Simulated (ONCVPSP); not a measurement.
## Ranking ONCV potentials for O

All share these settings but for the change named:

- Element: oxygen
- Generator: ONCVPSP 4.0.1
- Type: optimised norm-conserving Vanderbilt (ONCV)
- Functional: PBEsol
- Relativity: non-relativistic
- Frozen core: [He]
- Valence charge: 6
- Reference configuration: 2s1 2p5
- Partial waves: 2s: rc 0.80 bohr, ncon 4, nbas 8, qcut 9.2 1/bohr, local; 2p: rc 1.70 bohr, ncon 5, nbas 8, qcut 9 1/bohr, 2 projectors, debl 1.7 Ha; d scattering state at 0.4 Ha: rc 1.80 bohr, ncon 5, nbas 8, qcut 6.2 1/bohr, 1 projector
- Local potential: the s channel
- Core correction: none

Cutoff: the first of the cutoffs (Ha) at which the residual kinetic energy of the hardest occupied pseudo-wave falls to 1 and 0.1 mHa per electron; the density cutoff is not measured.

The base gives 40 Ha.

Of 10 variants that were run, those that failed, showed a ghost or another fault, or gave nearly equal values are left out.

A variant can come out equal or close to the base.

Rank these variants from softest to hardest (loose cutoff).
A. s: qcut 11.5; p: qcut 11.3; d: qcut 7.8
B. s: qcut 9.4; p: qcut 9.2; d: qcut 6.3
C. s: qcut 5.8; p: qcut 5.7; d: qcut 3.9
D. s: qcut 6.9; p: qcut 6.8; d: qcut 4.7
E. s: qcut 7.7; p: qcut 7.5; d: qcut 5.2

B (40 Ha), A (46 Ha), E (74 Ha), D (147 Ha), C (224 Ha).
